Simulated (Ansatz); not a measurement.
Stepwise reaction of `Cl[SiH2]N[SiH2]Cl` with hydrogen, as a gas-phase model of exchange steps in deposition or etching. ΔE in kJ/mol; ΔG adds harmonic PBE0-D4 terms to CCSD(T)/CBS, at 1 bar.

Program: Ansatz. Geometries: PBE0-D4/def2-TZVP. ΔE: electronic, gas phase. CCSD(T)/CBS adds triple-zeta CCSD(T) − MP2 to the extrapolated MP2 energy (def2 sets, frozen cores). This one scheme is used for every species. DFT in def2-TZVPP. B3LYP here is the variant with VWN-RPA as its local correlation; programs differ in this. One conformer a species, not always the lowest.

| step | reaction | PBE-D4 | B3LYP-D4 | ωB97M-V | CCSD(T)/CBS | ΔG(500 K) |
| --- | --- | --- | --- | --- | --- | --- |
| 2 | `[SiH3]N[SiH2]Cl` + H₂ → `[SiH3]N[SiH3]` + HCl | 93.8 | 92.5 | 94.0 | 93.5 | 78.8 |

Question: Give the row of step 1, `Cl[SiH2]N[SiH2]Cl` + H₂ → `[SiH3]N[SiH2]Cl` + HCl. (An estimate is asked.)

Answer: Computed: 
| step | reaction | PBE-D4 | B3LYP-D4 | ωB97M-V | CCSD(T)/CBS | ΔG(500 K) |
| --- | --- | --- | --- | --- | --- | --- |
| 1 | `Cl[SiH2]N[SiH2]Cl` + H₂ → `[SiH3]N[SiH2]Cl` + HCl | 89.6 | 88.6 | 90.3 | 89.8 | 79.8 |

Question: By hand: ΔE of the 2 steps together at CCSD(T)/CBS.

Answer: (89.8) + (93.5) = 183.3 kJ/mol, or 91.7 kJ/mol a step.

In ΔE the steps differ by no more than 3.7 kJ/mol. All are uphill at CCSD(T)/CBS. ΔG lies between 78.8 and 79.8 kJ/mol a step. PBE-D4 differs from CCSD(T)/CBS by -0.2 to 0.3 kJ/mol a step. Only this route is followed, and other bonds may react first. Isolated molecules leave out the surface, adducts and barriers. Largest T1 diagnostic: 0.010.
